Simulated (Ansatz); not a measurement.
B(NCO)(OH)(OMe) (C2H4BNO3), SMILES COB(O)N=C=O. Atoms are numbered in the order given.

```xyz
11

B      0.2731     0.4276    -0.2982
N      0.0447     0.0830     1.0858
C     -0.4324    -0.6255     1.9331
O     -0.8610    -1.2628     2.8158
O      1.0143     1.5233    -0.6230
H      1.3366     1.9952     0.1540
O     -0.2604    -0.3541    -1.2645
C     -0.0655    -0.0590    -2.6358
H      1.0041    -0.0774    -2.9031
H     -0.5944    -0.8219    -3.2247
H     -0.4659     0.9353    -2.8944
```
Charge 0, spin multiplicity 1.

Coordinates come from a B3LYP-D3(BJ)/def2-SVP optimisation. The structure was generated by enumeration, and PubChem lists no compound with its InChIKey, so it may never have been made. Other conformers were not sampled.

Two levels are set side by side: PBE-D3(BJ)/def2-SVP (Ansatz, a first-principles code) and B3LYP-D3(BJ)/def2-SVP (Ansatz). Each level has its own optimised geometry; the coordinates shown are those of the second. Differences are taken from unrounded values.

```csv
quantity,B3LYP-D3(BJ),PBE-D3(BJ),PBE-D3(BJ) minus B3LYP-D3(BJ)
mean bond length (Å),1.222,1.230,0.008
bond B1–N2 (Å),1.444,1.448,0.004
bond B1–O5 (Å),1.362,1.371,0.009
bond B1–O7 (Å),1.353,1.363,0.010
bond N2–C3 (Å),1.203,1.214,0.011
bond C3–O4 (Å),1.170,1.181,0.011
bond O7–C8 (Å),1.416,1.421,0.005
bond O5–H6 (Å),0.965,0.973,0.009
bond C8–H9 (Å),1.103,1.111,0.008
bond C8–H10 (Å),1.099,1.107,0.008
bond C8–H11 (Å),1.103,1.111,0.008
```

GGA bonds tend to be longer and softer than those of functionals with exact exchange. Differences between two approximate levels are no errors against the true value.
